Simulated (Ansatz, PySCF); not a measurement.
Ways to break one bond of NC=O:

A. NC=O -> [NH]C=O + H atom
B. NC=O -> [NH2] (NH2) + [CH]=O
C. NC=O → N[C]=O + H atom

Quantity: bond dissociation energy (enthalpy at 298 K, with B3LYP-D3(BJ) rigid-rotor harmonic-oscillator terms from PySCF), kcal/mol. Structures are relaxed separately at B3LYP-D3(BJ)/def2-TZVP in Ansatz (a quantum-chemistry and plane-wave program), one conformer each, not searched for the lowest. Valence correlation only, unless marked. Open shells are spin-unrestricted. No spin-orbit coupling. Non-relativistic. CBS marks a two-point X^-3 extrapolation of the correlation energy; Hartree-Fock from the larger set. The bracket is a focal-point correction in the basis named.

|  | RI-HF/cc-pVQZ (Ansatz) | revPBE/def2-TZVPD (Ansatz) | TPSSh/def2-TZVPD (PySCF) | RI-MP2/CBS(cc-pVTZ,cc-pVQZ)+[CCSD(T)-MP2]/cc-pVTZ (Ansatz) |
|---|---|---|---|---|
| A | 84.7 | 108.4 | 111.3 | 115.7 |
| B | 70.4 | 94.4 | 94.2 | 99.7 |
| C | 72.8 | 86.9 | 91.6 | 94.7 |
